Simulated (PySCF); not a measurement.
Correlation energy of Sn⁺ (tin, charge +1)

[Kr] 4d10 5s1 5p1 5d1, one real determinant (an excited configuration). All numbers are calculated (PySCF 2.14, the spin-free X2C one-electron Hamiltonian (Gaussian nucleus), in x2c-TZVPPall with one added diffuse shell each of s, p, d, f type (9s7p5d3f, 76 functions)). Frozen: [Ar] 3d10; 21 electrons correlated.

| level | correlation energy (mhartree) |
| --- | --- |
| CCSD | -303.67 |
| (T) | -7.36 |
| CCSD(T) | -311.03 |

Diagnostics: T1 = 0.012, D1 = 0.0637, largest double amplitude 0.157.

The real determinant used has ⟨L²⟩ near 8 against 12 for a pure F term, so it mixes terms. The outer electron is Rydberg-like, and this basis confines it to a smaller radius and binds it less than a complete one would. A double-excitation amplitude exceeds 0.15, a sign of near-degeneracy.

Cost of the coupled-cluster step: about 40 core-seconds, for 21 correlated electrons.

Iterations:

```
CC2 = 0
CCSD nocc = (np.int64(12), np.int64(9)), nmo = (62, 62)
frozen orbitals [[0, 1, 2, 3, 4, 5, 6, 7, 8, 9, 10, 11, 12, 13], [0, 1, 2, 3, 4, 5, 6, 7, 8, 9, 10, 11, 12, 13]]
max_cycle = 100
direct = 0
conv_tol = 1e-08
conv_tol_normt = 1e-06
diis_space = 8
diis_start_cycle = 0
Init t2, MP2 energy = -0.308835236925721
Init E_corr(UCCSD) = -0.308835236931294
cycle = 1  E_corr(UCCSD) = -0.294417111637738  dE = 0.0144181253  norm(t1,t2) = 0.0614988
cycle = 2  E_corr(UCCSD) = -0.301665070167481  dE = -0.00724795853  norm(t1,t2) = 0.0243891
cycle = 3  E_corr(UCCSD) = -0.3016675379684  dE = -2.46780092e-06  norm(t1,t2) = 0.0168287
cycle = 4  E_corr(UCCSD) = -0.302927432986919  dE = -0.00125989502  norm(t1,t2) = 0.0130655
cycle = 5  E_corr(UCCSD) = -0.303050410092332  dE = -0.000122977105  norm(t1,t2) = 0.0106471
cycle = 6  E_corr(UCCSD) = -0.303526943994128  dE = -0.000476533902  norm(t1,t2) = 0.00564144
cycle = 7  E_corr(UCCSD) = -0.303711882753822  dE = -0.00018493876  norm(t1,t2) = 0.0018492
cycle = 8  E_corr(UCCSD) = -0.303665957369465  dE = 4.59253844e-05  norm(t1,t2) = 0.000760571
cycle = 9  E_corr(UCCSD) = -0.303672769522395  dE = -6.81215293e-06  norm(t1,t2) = 0.000215415
cycle = 10  E_corr(UCCSD) = -0.303673409160751  dE = -6.39638356e-07  norm(t1,t2) = 3.93381e-05
cycle = 11  E_corr(UCCSD) = -0.30367282522697  dE = 5.83933781e-07  norm(t1,t2) = 1.01176e-05
cycle = 12  E_corr(UCCSD) = -0.303672839809925  dE = -1.45829552e-08  norm(t1,t2) = 9.40308e-06
cycle = 13  E_corr(UCCSD) = -0.303672870332295  dE = -3.05223697e-08  norm(t1,t2) = 1.49381e-05
cycle = 14  E_corr(UCCSD) = -0.303672746605091  dE = 1.23727204e-07  norm(t1,t2) = 1.57652e-06
cycle = 15  E_corr(UCCSD) = -0.303672764419205  dE = -1.78141141e-08  norm(t1,t2) = 4.16277e-07
cycle = 16  E_corr(UCCSD) = -0.30367276579966  dE = -1.38045508e-09  norm(t1,t2) = 2.8789e-07
UCCSD converged
E(UCCSD) = -6173.325003102593  E_corr = -0.3036727657996601
UCCSD(T) correction = -0.00735972956804416
```

The reference is one real determinant that mixes LS terms of this configuration.

This basis was not built for core-valence correlation, so the inner-shell part is incomplete.
